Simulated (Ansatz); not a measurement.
Geometry optimisation, Ansatz 0.2.0, RKS r2SCAN-D4/cc-pVDZ.

input.yaml

```yaml
crystal:
  periodic: [false, false, false]
  atoms:
    - { symbol: B, position_ang: [0.0, 0.0, 0.0] }
    - { symbol: "N", position_ang: [0.0, 0.0, 1.9] }
    - { symbol: H, position_ang: [-0.877, -0.2713, 2.43] }
    - { symbol: H, position_ang: [0.877, 0.2713, 2.43] }
    - { symbol: H, position_ang: [1.0305, 0.0, -0.595] }
    - { symbol: C, position_ang: [-1.3856, 0.0, -0.8] }
    - { symbol: H, position_ang: [-1.9458, -0.9305, -0.5708] }
    - { symbol: H, position_ang: [-1.9898, 0.8797, -0.4946] }
    - { symbol: H, position_ang: [-1.1839, 0.0508, -1.8903] }
    - { symbol: F, position_ang: [0.0677, -1.5359, 0.5108] }
    - { symbol: H, position_ang: [0.0477, -1.0829, 1.5229] }
basis:
  gaussian: { orbitals: cc-pVDZ }
hamiltonian:
  xc: r2scan
  dispersion: d4
relax:
  f_tol: 0.15
  max_steps: 25
  restrain:
    - { distance: [0, 9], at: 2.52, k: 30.0 }
    - { distance: [10, 1], at: 2.26, k: 30.0 }
    - { distance: [0, 1], at: 1.55, k: 30.0 }
    - { distance: [10, 9], at: 0.92, k: 30.0 }
output:
  orbitals: {}
```

Run as:

```bash
$ ansatz run input.yaml --threads 2 --pin off --max-ram 3072MiB --backend cpu --events-out ev --progress --plain --runs-dir out
```

Task: Where does it end, and by what steps?

Result: It converged. The restraints hold the end off the free minimum. After 10 steps the energy has fallen by 2.158 eV (the restraints' own energy left out); H11 moved furthest, 0.99 Å. Parted: B1–F10 (1.62 → 2.53 Å), N2–H11 (1.15 → 2.25 Å).

```json
{"step": "0", "energy less start (eV)": "0.0000", "largest force component (eV/Å)": "4.180", "accepted": "yes"}
{"step": "1", "energy less start (eV)": "-0.2243", "largest force component (eV/Å)": "2.431", "accepted": "yes"}
{"step": "2", "energy less start (eV)": "-0.2991", "largest force component (eV/Å)": "2.432", "accepted": "yes"}
{"step": "3", "energy less start (eV)": "-0.7980", "largest force component (eV/Å)": "2.280", "accepted": "yes"}
{"step": "4", "energy less start (eV)": "-1.7509", "largest force component (eV/Å)": "1.490", "accepted": "yes"}
{"step": "5", "energy less start (eV)": "-1.9381", "largest force component (eV/Å)": "1.829", "accepted": "yes"}
{"step": "6", "energy less start (eV)": "-2.0408", "largest force component (eV/Å)": "1.781", "accepted": "yes"}
{"step": "7", "energy less start (eV)": "-2.0368", "largest force component (eV/Å)": "2.219", "accepted": "yes"}
{"step": "8", "energy less start (eV)": "-2.1154", "largest force component (eV/Å)": "2.197", "accepted": "yes"}
{"step": "9", "energy less start (eV)": "-2.1528", "largest force component (eV/Å)": "2.144", "accepted": "yes"}
{"step": "10", "energy less start (eV)": "-2.1584", "largest force component (eV/Å)": "2.142", "accepted": "yes"}
```

```xyz
11
Properties=species:S:1:pos:R:3
B -0.055 0.200 0.246
N -0.116 0.186 1.727
H -0.995 0.184 2.235
H 0.672 0.487 2.289
H 1.025 0.438 -0.233
C -1.363 0.042 -0.599
H -2.175 -0.466 -0.053
H -1.741 1.041 -0.885
H -1.185 -0.504 -1.537
F 0.356 -2.293 0.204
H 0.218 -1.935 1.049
```

The run took 31 s on 2 threads of Arm Neoverse V1 (shared host), peak memory 0.16 GiB.
